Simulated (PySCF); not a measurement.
The dipole of `CC(=O)NC/C(C)=C1\C[SiH2]1` from its density and from atomic charges.

Coordinates (GFN2-xTB, Å) and charges (e) from the PBE0/pcSseg-1 density (PySCF):

```
atom       x       y       z  Mulliken      IAO  Hirshfeld  ESP-fitted
  C1   3.465   1.100   0.069   -0.2708  -0.4815    -0.1252     -0.6008
  C2   2.549   0.154  -0.684   +0.3599  +0.4340    +0.1756     +0.7398
  O3   2.933  -0.860  -1.227   -0.4381  -0.5074    -0.2932     -0.5689
  N4   1.258   0.554  -0.696   -0.5043  -0.3421    -0.1037     -0.5886
  C5   0.185  -0.234  -1.271   +0.0980  -0.1664    -0.0204     +0.0066
  C6  -0.744  -0.736  -0.187   -0.3117  +0.0309    +0.0112     +0.0803
  C7  -0.251  -1.921   0.585   -0.1369  -0.4224    -0.1207     -0.6803
  C8  -1.887  -0.129   0.073   -0.3126  -0.2767    -0.1149     -0.0309
  C9  -2.672   1.036  -0.473   -0.4234  -0.5346    -0.1745     -0.6248
Si10  -3.481   0.119   0.983   +0.5345  +0.6358    +0.3045     +0.2679
 H11   3.318   2.125  -0.266   +0.1279  +0.1538    +0.0484     +0.1465
 H12   3.249   1.044   1.135   +0.1355  +0.1598    +0.0511     +0.1579
 H13   4.497   0.808  -0.097   +0.1432  +0.1721    +0.0540     +0.1774
 H14   0.987   1.377  -0.181   +0.1922  +0.2670    +0.1296     +0.3500
 H15  -0.368   0.381  -1.988   +0.1235  +0.1440    +0.0420     +0.0786
 H16   0.662  -1.069  -1.790   +0.1422  +0.1732    +0.0475     +0.1290
 H17  -0.873  -2.100   1.458   +0.1162  +0.1490    +0.0397     +0.1649
 H18  -0.267  -2.809  -0.048   +0.1306  +0.1541    +0.0490     +0.2090
 H19   0.780  -1.764   0.899   +0.1306  +0.1515    +0.0412     +0.2255
 H20  -3.054   0.920  -1.480   +0.1574  +0.1578    +0.0426     +0.2050
 H21  -2.229   2.017  -0.340   +0.1468  +0.1522    +0.0392     +0.2080
 H22  -3.451   0.762   2.286   -0.0725  -0.1034    -0.0629     -0.0296
 H23  -4.610  -0.750   0.706   -0.0683  -0.1007    -0.0602     -0.0224
```

Q: What dipole does each set of charges give (1 e·Å = 4.803 D), and what does the density give?

A: The full density gives (-1.95, 2.48, 1.67) D, 3.57 D in size; dipole vectors point from the negative to the positive end.

| scheme | μx | μy | μz | size (D) | share of the full size (%) | angle to the full dipole (°) |
| --- | --- | --- | --- | --- | --- | --- |
| Mulliken | -1.56 | 1.31 | 2.57 | 3.28 | 92 | 25 |
| IAO | -2.96 | 2.28 | 2.78 | 4.66 | 130 | 15 |
| Hirshfeld | -1.73 | 1.67 | 1.48 | 2.82 | 79 | 8 |
| ESP-fitted | -1.96 | 2.47 | 1.65 | 3.56 | 100 | 0 |

Q: Which set comes closest?

A: Length of the difference vector: ESP-fitted 0.02 D, Hirshfeld 0.86 D, IAO 1.51 D, Mulliken 1.52 D. Closest: ESP-fitted. The schemes that divide the density aren't constrained to reproduce the dipole.

Q: What is left for the Hirshfeld atoms' own dipoles?

A: The shares of the density sum to the whole, so what Σ q r misses lies in dipoles about the nuclei. The atomic dipoles sum to (-1.95, 2.48, 1.67) − (-1.73, 1.67, 1.48) = (-0.22, 0.81, 0.19) D, 0.86 D in size.

Q: With the origin at the mean of the coordinates, (0.000, 0.001, -0.110) Å, which are the largest single terms, by size, of the Mulliken dipole along the direction of the full one?

A: Si10 +6.41, O3 +5.73, C9 -4.09, C2 -2.69, H21 +1.77 D; all 23 atoms together +2.97 D. The single terms depend on the origin, their sum doesn't.

Q: Give the size of the full dipole in other units.

A: 3.57 D = 1.405 au = 0.744 e·Å = 11.91 × 10⁻³⁰ C·m.

Geometry: GFN2-xTB, one conformer, isolated molecule.

The run behind these numbers computed NMR shieldings as well. The run took 1.8 min of wall time on one thread, Arm Neoverse N1 (aarch64), on a shared host, and the process peaked at 1.0 GiB of memory.

Conformer computed: `[CH3:1][C:2](=[O:3])[NH:4][CH2:5]/[C:6]([CH3:7])=[C:8]1\[CH2:9][SiH2:10]1`: C1–C2–N4–C5 -176°, C2–N4–C5–C6 112°, N4–C5–C6–C7 -79°.
